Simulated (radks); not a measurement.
Polarisability of the terbium ion Tb3+, [Xe] 4f8, at imaginary frequency. Calculated with a radial shooting solver on a logarithmic mesh with Libxc functionals: scalar-relativistic Kohn-Sham, LDA (Slater exchange, Perdew-Wang correlation), spin-polarised, spherical densities, finite nucleus; open shells are filled with parallel spins first (spin-orbit coupling, left out, can overturn this in heavy ions); Fermi nuclear charge, rms radius 5.06 fm. Response by self-consistent Sternheimer equations with the Hartree and adiabatic LDA kernel, the relativistic mass of each level held fixed and spin-orbit coupling left out.

w (hartree),alpha1(iw) (bohr^3)
0.00266,5.607
0.0143,5.605
0.0360,5.597
0.0697,5.572
0.118,5.512
0.186,5.390
0.280,5.176
0.413,4.837
0.605,4.328
0.892,3.605
1.35,2.677
2.12,1.699
3.59,0.8902
6.94,0.3595
17.5,0.08637

Static values: alpha1 = 5.607 bohr^3 (0.8308 angstrom^3; uncoupled 10.73). C6 = 30.63, triple-dipole C9 = 118.8 atomic units. One-pole (London) frequency 4 C6 / (3 alpha1^2) = 1.299 hartree, against 1.168 for minus the highest occupied eigenvalue.
